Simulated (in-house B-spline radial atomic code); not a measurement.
Results of a calculation; reference values are marked as such.
## Sn ion on Ti atom: potential, deflection and energy transfer

The pair potential comes from two frozen, spherical free-atom densities (PBE, B-spline radial code, scalar-relativistic past argon): electrostatics plus the change in Thomas-Fermi kinetic and Dirac exchange energy where they overlap, the recipe behind the universal ZBL potential, which averages such potentials (from solid-state densities) over many pairs. It is written V = (Z1 Z2 e²/r) φ(r/a), with e² = 14.3996 eV·Å and a = 0.46850 Å/(Z1^0.23 + Z2^0.23); ZBL's fit is φ = 0.18175 e^(−3.1998x) + 0.50986 e^(−0.94229x) + 0.28022 e^(−0.4029x) + 0.02817 e^(−0.20162x). Where φ falls below 4e-4 it is continued as an exponential.

Masses 118.71 and 47.87 u.

```csv
x = r/a,"φ, this pair","φ, ZBL"
0.1,0.8885,0.8928
0.5,0.6157,0.6096
1.5,0.3058,0.2995
3,0.1359,0.1292
5,0.05704,0.05224
8,0.01862,0.01705
12,0.005374,0.00474
17,0.001333,0.001212
```

(1) At x = 2 the electrostatic, kinetic and exchange parts are 9312.63, 8378.58 and -363.32 eV. Find r, V and φ.

(2) The ion comes in at 52.88 keV with impact parameter 0.5211 Å. The scattering integral gives a centre-of-mass angle of 11.68° and a closest approach of 5.263 a. What are the reduced energy, the energy passed on and the laboratory angles?

Results:

(1) a = 0.46850/(2.4590 + 2.0359) = 0.10423 Å, so r = 0.20846 Å. V = 9312.63 + 8378.58 + (-363.32) = 17327.89 eV. The bare repulsion is 50 × 22 × 14.3996/0.20846 = 75985 eV, so φ = 0.2280, +2.8 % against ZBL's 0.2218. The kinetic (Pauli) term is 48 % of V here.

(2) ε = E a M2/(Z1 Z2 e² (M1 + M2)) = 52880 × 1.8910e-06 = 0.1. The most that one collision can pass on is γE with γ = 4 M1 M2/(M1 + M2)² = 0.8192. Here T = γE sin²(θ/2) = 0.8192 × 52880 × 0.01036 = 448.6 eV. The ion turns by arctan(sin θ/(cos θ + M1/M2)) = 3.3°, and the struck atom leaves at (180° − θ)/2 = 84.2°. The closest approach is 0.549 Å. With ZBL the angle would be 10.78° and T = 382.5 eV.
